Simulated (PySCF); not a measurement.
[Hg(SH)3]− at several levels of theory

Computed with PySCF 2.14.0 (density fitting, no spin-orbit coupling) at the geometry relaxed with PBE0:

```xyz
7
[Hg(SH)3]− (singlet)
Hg    0.0000    0.0000    0.5440
S     2.4517   -0.5108    0.5443
H     2.8188    0.7897    0.5521
S    -0.7835    2.3786    0.5443
H    -2.0933    2.0464    0.5521
S    -1.6682   -1.8678    0.5443
H    -0.7256   -2.8360    0.5521
```

```csv
level,basis,state,HOMO (eV),gap (eV),charge on Hg1 (e),dipole about the centre of mass (D),largest force component (eV/Å)
PBE0,"Hg def2-SVP with ECP60, S def2-SVP, H def2-SVP",singlet,-2.24,5.49,0.24,0.01,0.01
PBE,the same,singlet,-0.93,3.45,0.13,0.01,0.36
PBE0,"Hg def2-TZVP with ECP60, S def2-TZVP, H def2-TZVP",singlet,-2.63,5.46,0.58,0.01,0.36
```

Charges are Mulliken's, which hang on the basis. The relaxation used the grid (50, 194), these runs (75, 302) or, all-electron (x2c bases, spin-free X2C Hamiltonian), (99, 590).

Question: What does TPSS with Hg def2-SVP with ECP60, S def2-SVP, H def2-SVP give here?

Answer: state singlet, HOMO (eV) -1.11, gap (eV) 3.66, charge on Hg1 (e) 0.21, dipole about the centre of mass (D) 0.01, largest force component (eV/Å) 0.27. Time: 7.3 s on 2 threads of Arm Neoverse V2, with other jobs on the host, from an already converged density.

In the first row's basis the gap widens with exact exchange: 3.4 to 3.7 eV for PBE, TPSS (none); 5.5 eV for PBE0 (a fixed share).
